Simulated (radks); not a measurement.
Species: Mo2+. Configuration: [Kr] 4d2.5 5s1.5 (fractional occupations, a model configuration).

Method: Dirac Kohn-Sham, PBEsol, spin-unpolarised, spherical densities, finite nucleus; open shells fill j = l - 1/2 first; Fermi nuclear charge, rms radius 4.4091 fm; computed with a radial shooting solver on a logarithmic mesh with Libxc functionals.

Energy parts (Ry):
| part | energy |
|---|---|
| total | -8091.84717 |
| kinetic | 8390.11196 |
| electron-nucleus | -19484.42590 |
| Hartree | 3243.76366 |
| exchange-correlation | -241.29689 |

Orbitals (lengths in bohr, moments of r in powers of bohr; <r^-3> diverges for s and p1/2):
orbital	occ.	eigenvalue (Ry)	<r>	<r^-3>
1s1/2	2	-1457.117	0.03518	-
2s1/2	2	-207.3835	0.1535	-
2p1/2	2	-190.9667	0.1308	-
2p3/2	4	-183.1430	0.1354	2395
3s1/2	2	-36.82023	0.4289	-
3p1/2	2	-30.57515	0.4235	-
3p3/2	4	-29.28590	0.4341	399.9
3d3/2	4	-18.23806	0.4132	58.37
3d5/2	6	-17.99376	0.4167	55.65
4s1/2	2	-6.51180	1.095	-
4p1/2	2	-4.70986	1.191	-
4p3/2	4	-4.51803	1.219	59.66
4d3/2	2.5	-1.86965	1.622	5.129
4d5/2	0	-1.84873	1.635	4.869
5s1/2	1.5	-1.46899	2.798	-

The highest occupied level is 5s1/2 at -19.987 eV. The configuration is held as typed, so some empty levels lie below it. The electron density at the nucleus is 9.074e+04 e/bohr^3. Summed over all electrons, <r^2> = 37.68 bohr^2, which gives a Langevin (diamagnetic) susceptibility term of -29.8 x 10^-6 cm^3/mol.
